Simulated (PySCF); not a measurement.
`C=Cc1ccco1`, C6H6O

Geometry:
| atom | x (Å) | y (Å) | z (Å) |
| --- | --- | --- | --- |
| C1 | -2.506 | 0.377 | 0.210 |
| C2 | -1.583 | -0.512 | -0.183 |
| C3 | -0.154 | -0.307 | -0.148 |
| C4 | 0.896 | -1.114 | -0.511 |
| C5 | 2.085 | -0.371 | -0.250 |
| C6 | 1.670 | 0.827 | 0.251 |
| O7 | 0.326 | 0.873 | 0.315 |
| H8 | -2.215 | 1.357 | 0.599 |
| H9 | -3.571 | 0.146 | 0.153 |
| H10 | -1.891 | -1.488 | -0.570 |
| H11 | 0.817 | -2.120 | -0.917 |
| H12 | 3.114 | -0.685 | -0.412 |
| H13 | 2.197 | 1.714 | 0.594 |

Level of theory: PySCF, quadratic response CAM-B3LYP/def2-TZVPD first hyperpolarisability, Taylor convention, gas phase. Geometry: PBE0-D3(BJ)/def2-SVP.

(1) Give the tensor of the second harmonic β(−2ω;ω,ω) at 1064 nm in the axes of these coordinates.

## Answers

(1) In au, Taylor convention; rows are the first index (the induced dipole):
```
       xx     yy     zz     xy     xz     yz
x  +567.7  -42.9   -2.3  -52.5  -40.4  -17.5
y   -51.5   -6.5   -5.4  -38.7  -14.3   +7.0
z   -40.2   +6.9  -10.2  -14.2   -4.8   -4.9
```
Norm of βᵢ = ⅓ Σⱼ (βᵢⱼⱼ + βⱼᵢⱼ + βⱼⱼᵢ): 529.3 au, hyper-Rayleigh value 232.1 au.
